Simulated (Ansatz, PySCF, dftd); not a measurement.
System: C$_{2}$HBCl$_{2}$, charge 0, singlet. C2HBCl2 (SMILES ClB(Cl)C#C).
B3LYP-D3(BJ)/def2-TZVP minimum from Ansatz (a program for electronic structure):
```xyz
6

B     -0.0039     0.0091     0.0148
C     -0.3327     0.7763     1.2656
C     -0.5962     1.3913     2.2682
H     -0.8288     1.9341     3.1531
Cl     1.1664    -1.2930     0.0612
Cl    -0.7886     0.4115    -1.4983
```
Charge 0, spin multiplicity 1.

Wanted: enthalpy of formation at 298 K (by atomisation, with rigid-rotor harmonic-oscillator terms from PySCF's Hessian at B3LYP-D3(BJ)/def2-TZVP and the atoms' measured values of the G2/97 table; no spin-orbit terms), in kJ/mol. UHF or UKS for unpaired electrons; spin-orbit terms are left out. Cores are frozen in correlated methods. Rows without X2C or -DK are non-relativistic. CBS(X,Y): correlation extrapolated as X^-3, Hartree-Fock from the larger set. A bracket is a step between two methods taken in the basis named. The functionals are non-relativistic, so their misses hold any scalar relativity. '+ core + X2C': CCSD(T) terms for core correlation (cc-pwCVTZ, 1s frozen past Ne) and scalar relativity (cc-pVTZ-DK). For partners of very few electrons the exact lower level stands in for a higher one.

```tsv
level	program	enthalpy of formation at 298 K (kJ/mol)	difference against the last row
r2SCAN/def2-TZVPD	Ansatz	-87.6	-25.6
PBE0-D4/def2-TZVPD	Ansatz + dftd4	-100.3	-38.3
CAM-B3LYP-D4/def2-TZVPD	Ansatz + dftd4	-44.7	17.3
wB97X-V/def2-TZVPD	Ansatz	-46.2	15.8
wB97M-V/def2-TZVPD	Ansatz	-70.3	-8.3
MP2/cc-pV(T+d)Z	Ansatz	-94.4	-32.4
CCSD/cc-pV(D+d)Z	Ansatz	208.1	270.1
CCSD/cc-pV(T+d)Z	Ansatz	93.9	155.9
CCSD/cc-pV(Q+d)Z	Ansatz	51.8	113.8
CCSD(T)/cc-pV(D+d)Z	Ansatz	160.7	222.7
CCSD(T)/cc-pV(Q+d)Z	Ansatz	-15.0	47.0
CCSDT(Q)/cc-pV(D+d)Z	Ansatz	157.7	219.7
CCSD(T)/CBS(cc-pV(T+d)Z,cc-pV(Q+d)Z) + [CCSDT(Q) - CCSD(T)]/cc-pV(D+d)Z + core + X2C	Ansatz	-62.0	0.0
```
